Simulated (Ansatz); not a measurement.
A nudged elastic band was laid between two geometries of ClGeH3O + H2S (9 atoms, charge 0, multiplicity 1).

Method: Ansatz, RKS BHLYP/def2-SVP.

```yaml
movable_images: 8
climbing_image: no
spring: 5.0 eV/Å²
optimiser: quadratic models (default)
start_path: through a guess of the saddle point
force_threshold: 0.03 eV/Å
iteration_limit: 46
end_points: relaxed
```

Initial state:

```xyz
9
Properties=species:S:1:pos:R:3
Ge -0.214 0.264 -0.050
O -0.200 0.033 1.699
H -1.041 0.156 2.135
H 1.219 0.092 -0.510
H -0.883 1.586 -0.412
Cl -1.435 -1.295 -0.922
S 1.507 -3.031 1.390
H 0.399 -3.293 0.682
H 0.936 -1.984 2.007
```

Final state:

```xyz
9
Properties=species:S:1:pos:R:3
Ge -0.059 -0.671 -0.363
O 0.471 0.223 2.377
H -0.265 0.477 2.931
H 1.052 0.357 -0.422
H -1.385 -0.232 0.238
Cl -0.545 -1.197 -2.420
S 0.747 -2.505 0.622
H -0.370 -3.229 0.457
H 0.642 -0.694 2.597
```

(1) What changes between the two ends?

(2) Give the energies along the band, and the barrier.

(3) What is the geometry of the highest image?

Results:

(1) Bonds broken: Ge1–O2, S7–H9. Bonds formed: Ge1–S7, O2–H9. ClGeH3O + H2S becomes ClGeH3S + H2O.

(2) It converged. The highest image is number 3 of 0 to 9, 27.0 kcal/mol above the first end and 30.1 kcal/mol above the last; the last end lies 3.1 kcal/mol below the first. No image climbed, so the highest image needn't sit at the top of the path. The orbitals stay closed-shell, which can raise the energy where a bond breaks towards radicals; this wasn't checked here.

| image | path coordinate (Å) | energy (kcal/mol) | Ge1–O2 (Å) | S7–H9 (Å) | Ge1–S7 (Å) |
| --- | --- | --- | --- | --- | --- |
| 0 | 0.00 | 0.0 | 1.76 | 1.34 | 3.99 |
| 1 | 0.55 | 1.2 | 1.77 | 1.34 | 3.68 |
| 2 | 1.11 | 8.5 | 1.79 | 1.36 | 3.23 |
| 3 | 1.66 | 27.0 | 1.88 | 1.47 | 2.78 |
| 4 | 2.22 | 26.5 | 2.07 | 1.92 | 2.52 |
| 5 | 2.77 | 13.7 | 2.41 | 2.17 | 2.32 |
| 6 | 3.32 | 3.9 | 2.82 | 2.31 | 2.26 |
| 7 | 3.88 | -0.9 | 3.09 | 2.48 | 2.24 |
| 8 | 4.43 | -2.5 | 3.05 | 2.60 | 2.23 |
| 9 | 4.99 | -3.1 | 2.93 | 2.68 | 2.23 |

(3) 
```xyz
9
Properties=species:S:1:pos:R:3
Ge -0.006 -0.145 -0.006
O 0.011 -0.141 1.870
H -0.759 0.161 2.352
H 1.373 0.189 -0.550
H -0.981 1.014 -0.067
Cl -1.108 -1.496 -1.348
S 1.157 -2.447 1.028
H 0.032 -3.141 0.793
H 0.568 -1.466 1.947
```

The run took 6.5 min on 2 threads of Arm Neoverse V2, on a shared host, peak memory 0.28 GiB.
